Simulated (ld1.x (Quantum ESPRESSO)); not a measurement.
**lanthanum: one change to a TM potential, before and after**

ld1.x (Quantum ESPRESSO) 7.5 input, shortened:

```
&input
   title='La', zed=57., rel=1, dft='PZ', iswitch=3,
   config='[Xe] 4f0 5d1 6s2 6p0'
 /
 &inputp
   pseudotype=2, tm=.true., lloc=-1, rcloc=1.90,
   nlcc=.true., rcore=0.80
 /
4
6S  1  0   2.00   0.00  3.00  3.00  0.0
5P  2  1   6.00   0.00  2.70  2.70  0.0
5D  3  2   1.00   0.00  3.95  3.95  0.0
4F  4  3   0.00   0.00  1.00  1.00  0.0
 &test
   configts(1)='4f0 5p6 5d1 6s2 6p0'
 /
```

Change: wave 5p (bound): rc 2.70 bohr becomes 5p (bound): rc 2.60 bohr.

Cutoffs: the cutoffs (Ry, on a coarse ladder) from which the occupation-weighted sum of valence levels, in a spherical-Bessel basis at the reference potential, stays within 10 and 1 mRy of its value at 400 Ry; they do not see the model core or the augmentation charge, which bear on the density cutoff. Errors are all-electron minus pseudo energies relative to the spin-unpolarised reference configuration.

Task: What does the change do?

Result: The potential gets harder (12 Ry and 25 Ry → 15 Ry and 25 Ry); both files keep a bound ghost (s); the errors of the 8 common tests hardly move. A smaller radius makes the pseudo-wave follow the all-electron one further in, where it bends more sharply, so more plane waves are needed.

| quantity | base | changed |
| --- | --- | --- |
| cutoff, loose | 12 Ry | 15 Ry |
| cutoff, tight | 25 Ry | 25 Ry |
| bound ghosts | s | s |
| tests counted (converged, no solver errors) | 8 of 9 | 8 of 9 |
| error for 4f0 5p6 5d1 6s1 6p0, meV [ΔE 6.16 eV] | +5.2 | +5.2 |
| error for 4f0 5p6 5d1 6s0 6p0, meV [ΔE 17.32 eV] | -6.6 | -6.6 |
| error for 4f0 5p6 5d0 6s0 6p0, meV [ΔE 36.42 eV] | +36 | +35 |
| error for 4f0 5p6 5d0 6s2 6p1, meV [ΔE 2.38 eV] | +126 | +120 |
| error for 4f0 5p6 5d1 6s1 6p1, meV [ΔE 2.46 eV] | +61 | +57 |
| error for 4f0 5p6 5d1 6s0 6p2, meV [ΔE 5.05 eV] | +136 | +126 |
| error for 4f0 5p6 5d1 6s2 6p0 (spin-polarised), meV [ΔE -0.10 eV] | +3.3 | +3.3 |
| error for 4f0 5p6 5d1 6s1 6p0 (spin-polarised), meV [ΔE 5.74 eV] | +15 | +15 |
| s: phases at 4.32 bohr within 0.05 rad from the reference energy up to (Ry; the scan ends near 5) | 0.1 | 0.1 |
| p: phases at 4.32 bohr within 0.05 rad from the reference energy up to (Ry; the scan ends near 5) | -0.2 | -0.1 |
| d: phases at 4.32 bohr within 0.05 rad from the reference energy up to (Ry; the scan ends near 5) | 0.9 | 0.9 |
| f: phases at 4.32 bohr within 0.05 rad from the reference energy up to (Ry; the scan ends near 5) | 2.3 | 2.3 |

Base: The cutoffs count occupied waves only; the empty 4f level needs 230 Ry at the loose tolerance. Tests not counted: 4f0 5p5 5d1 6s2 6p0 (solver errors, printed error -467 eV). These tests converged, but a pseudo level misses the all-electron one widely, so the file describes the atom poorly there or has found another state: 4f0 5p6 5d0 6s0 6p0: empty 6s by 3.7 eV. Changed file: The cutoffs count occupied waves only; the empty 4f level needs 230 Ry at the loose tolerance. Tests not counted: 4f0 5p5 5d1 6s2 6p0 (solver errors, printed error -322 eV). A true bound ghost makes a file unfit for plane-wave use even where its test errors are small: the radial tests pick states by their node count and pass the ghost by. Where a test does run into it, the solver fails or the error is huge.
